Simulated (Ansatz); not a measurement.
Species: CH₃F₂In (charge 0, singlet). 
Structure (B3LYP-D3(BJ)/def2-TZVP (Ansatz, an electronic-structure program) minimum search):
```xyz
7

C     -2.1257    -0.3006    -0.0888
In    -0.0099    -0.0016    -0.0012
F      1.3667    -1.3918     0.0705
F      0.9272     1.7171     0.0271
H     -2.3239    -1.2561    -0.5666
H     -2.5698     0.5158    -0.6519
H     -2.5105    -0.3042     0.9288
```
Charge 0, spin multiplicity 1.

Property: vertical ionisation energy (to the doublet state of charge +1; each state is the SCF solution reached for its spin), in eV. Cores are frozen in the correlated levels unless marked. Open shells are spin-unrestricted. Spin-orbit coupling is left out. Frozen are the shells of the preceding noble gas and the d and f shells that filled before the atom's block. In def2 rows, elements after Kr have scalar-relativistic effective core potentials. Basis-set limits of correlation are two-point, X^-3; Hartree-Fock from the larger set.

```csv
level,program,vertical ionisation energy (eV)
SVWN5/def2-TZVPD,Ansatz,___
PBE/def2-TZVPD,Ansatz,10.97
PBE0/def2-TZVPD,Ansatz,11.39
BHLYP/def2-TZVPD,Ansatz,11.59
CAM-B3LYP/def2-TZVPD,Ansatz,11.65
wB97M-V/def2-TZVPD,Ansatz,11.65
wB97X-V/def2-TZVPD,Ansatz,___
SCS-MP2/def2-SVPD,Ansatz,11.71
SCS-MP2/def2-TZVPPD,Ansatz,11.64
CCSD/def2-SVPD,Ansatz,11.69
CCSD/def2-TZVPPD,Ansatz,11.59
"CCSD(T)/CBS(def2-TZVPPD,def2-QZVPPD)",Ansatz,11.69
```

Task: Fill in the missing entries.

Result: 
- SVWN5/def2-TZVPD, vertical ionisation energy (eV): 11.29
- wB97X-V/def2-TZVPD, vertical ionisation energy (eV): 11.63
